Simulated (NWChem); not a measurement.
A series in which one site is exchanged, each optimised at PBE0/def2-SVP with NWChem, gas phase unless a solvent is named. This build's default masses of Se (78.918 u) and Br (79.917 u) are each other's, which moves their modes by up to 0.6 %. For some, no frequency run checked for a minimum. def2 effective core potentials on I; no spin-orbit coupling.

A: [F][Zn][Cl] (ZnClF; site = F)
B: [Cl][Zn][Br] (ZnBrCl; site = Br)
C: [Cl][Zn][I] (ZnICl; site = I)
D: [Cl][ZnH] (ZnHCl; site = H)

| quantity | A | B | C | D |
|---|---|---|---|---|
| dipole (D), PBE0/def2-SVP | ? | 0.26 | 0.64 | 1.90 |
| orbital gap (eV), PBE0/def2-SVP | ? | 6.92 | 6.26 | 8.29 |
| static polarisability, PBE/def2-SVPD (bohr³) | ? | 61.6 | 76.9 | 41.0 |
| lowest singlet excitation, PBE/def2-SVPD, TDA (eV) | ? | 4.89 | 4.35 | 6.21 |

Problem. What belongs in the gaps?

Solution. 
- dipole (D), PBE0/def2-SVP, A: 0.29
- orbital gap (eV), PBE0/def2-SVP, A: 7.43
- static polarisability, PBE/def2-SVPD (bohr³), A: 36.8
- lowest singlet excitation, PBE/def2-SVPD, TDA (eV), A: 5.34
